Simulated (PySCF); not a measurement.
# Correlation energy of Br³¹⁺ (bromine, charge +31)

Starting occupation: [He] 2s2. Calculation: PySCF 2.14, in an even-tempered Gaussian basis (17 s from 2.8 bohr⁻², ratio 2.6; 12 p from 3.6 bohr⁻², ratio 2.6; 7 d from 3.7 bohr⁻², ratio 2.8; 4 f from 73 bohr⁻², ratio 2.8); X2C-1e with screened-nucleus spin-orbit coupling, Gaussian nucleus. Frozen: nothing; 4 electrons correlated; the 32 highest virtual spinors left out.

MP2 pair energies summed by pair of shells (mhartree):

| pair | energy | share (%) |
| --- | --- | --- |
| 2s1/2-2s1/2 | -195.62 | 75.9 |
| 1s1/2-1s1/2 | -45.20 | 17.5 |
| 1s1/2-2s1/2 | -17.03 | 6.6 |

Total MP2 correlation energy: -257.85 mhartree.

The virtual space was cut to 50 spinors, which keep -244.47 of the -257.85 mhartree of MP2 correlation.

```tsv
level	correlation energy (mhartree)
CCSD	-376.36
(T)	-0.42
CCSD(T)	-376.78
```

Diagnostics: T1 = 0.00052, largest double amplitude 0.142.

Cost of the coupled-cluster step: of the order of 20 core-seconds, for 4 occupied and 50 virtual spinors.

The coupled-cluster values are those of the cut space; adding the MP2 remainder, -13.38 mhartree, estimates the full space.

At this charge the one-electron X2C treatment keeps the bare 1/r₁₂, with no two-electron picture change or Breit term. That inflates the 1s pair energies well beyond their four-component values.
